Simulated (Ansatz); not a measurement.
A calculation with Ansatz (development build ahead of 0.2.0).

```yaml
crystal:
  periodic: [false, false, false]
  atoms:
    - { symbol: Co, position_ang: [0.0, 0.0, 0.0] }
basis:
  gaussian: { orbitals: def2-SVP }
total_charge: 2
magnetization:
  spin_polarized: true
  initial_magnetization: 1
hamiltonian:
  xc: pbe0
scf:
  omitted_lower_state_checks: [starts, atomic_configurations, cluster_reference, orbital_swaps, given_window_search, neighbouring_geometries, increment]
output:
  forces: true
```

The input is written out in the form of the current development build from the run's settings.

The run gave:

| Item | Value |
| --- | --- |
| Converged | yes |
| Total energy | -1381.34490 hartree |
| Spin squared of the determinant | 1.751 |
| Stability test | minimum |

Forces (eV/Å):
| atom | Fx | Fy | Fz |
| --- | --- | --- | --- |
| Co1 | 0.000 | 0.000 | 0.000 |

Caution: another spin multiplicity may lie lower; the unrestricted determinant is a mixture of spin states.
